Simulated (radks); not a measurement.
Problem. Numerical settings for the argon ion Ar11+, [He] 2s2 2p3. Method: non-relativistic Kohn-Sham, SCAN, spin-unpolarised, spherical densities, point nucleus; meta-GGA in the generalised Kohn-Sham scheme; computed with a radial shooting solver on a logarithmic mesh with Libxc functionals. The defaults (mesh step 0.008 in ln r, mesh end at 40 bohr or more with all orbitals vanishing there, Anderson mixing 0.5 over 9 steps, residual threshold near 1e-9 with the energy settled to 1e-9 hartree or 1e-11 of itself, here a cap of 68 iterations) give E = -452.644 hartree and 2p at -581.19 eV in 12 iterations. Run on one thread of a shared host, so times are rough (Arm Neoverse V2): 0.03 s of CPU time, 0.03 s wall, 12 iterations on 2476 mesh points. One setting is changed at a time: mesh step in ln r 0.08; mesh step in ln r 0.02; mesh step in ln r 0.12; mesh end (bohr) 2; mesh end (bohr) 5; residual threshold 0.001; residual threshold 1e-16; mixing 0.01; linear mixing, mixing 0.8; linear mixing, mixing 0.5; mixing history 20; iteration cap 8. Which runs fail to converge, and which converge to a wrong energy?

Solution. Not converged within the cap: mesh step in ln r 0.08; mesh step in ln r 0.12; residual threshold 1e-16; iteration cap 8. Settings that end as converged yet miss the energy by more than 1 mhartree: mesh step in ln r 0.02 (-0.0256 hartree).
